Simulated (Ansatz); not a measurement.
Stepwise reaction of `BBr` with ammonia, as a gas-phase model of exchange steps in deposition or etching. ΔE in kJ/mol; ΔG adds harmonic PBE0-D4 terms to CCSD(T)/CBS, at 1 bar.

Program: Ansatz. Geometries: PBE0-D4/def2-TZVP. ΔE: electronic, gas phase. CCSD(T)/CBS adds triple-zeta CCSD(T) − MP2 to the extrapolated MP2 energy (def2 sets, frozen cores). This one scheme is used for every species. Functionals use def2-TZVPP. B3LYP here is the variant with VWN-RPA as its local correlation; programs differ in this. For Br outer-core shells are correlated without core-valence functions, which leaves a few kJ/mol of doubt a bond. Scalar relativity is left out up to krypton. One conformer a species, not always the lowest.

| step | reaction | PBE-D4 | B3LYP-D4 | ωB97M-V | CCSD(T)/CBS | ΔG(500 K) |
| --- | --- | --- | --- | --- | --- | --- |
| 1 | `BBr` + NH₃ → `NBBr` + H₂ | -126.8 | -123.9 | -124.0 | -118.6 | -115.2 |
| 2 | `NBBr` + NH₃ → `NB(N)Br` + H₂ | -65.7 | -67.0 | -67.2 | -63.9 | -62.4 |

(1) By hand: ΔE of the 2 steps together at CCSD(T)/CBS.

Results:

(1) (-118.6) + (-63.9) = -182.5 kJ/mol, or -91.2 kJ/mol a step.

In ΔE each step is higher than the one before. All are downhill at CCSD(T)/CBS. ΔG lies between -115.2 and -62.4 kJ/mol a step. PBE-D4 differs from CCSD(T)/CBS by -8.2 to -1.8 kJ/mol a step. Isolated molecules leave out the surface, adducts and barriers. Largest T1 diagnostic: 0.010.
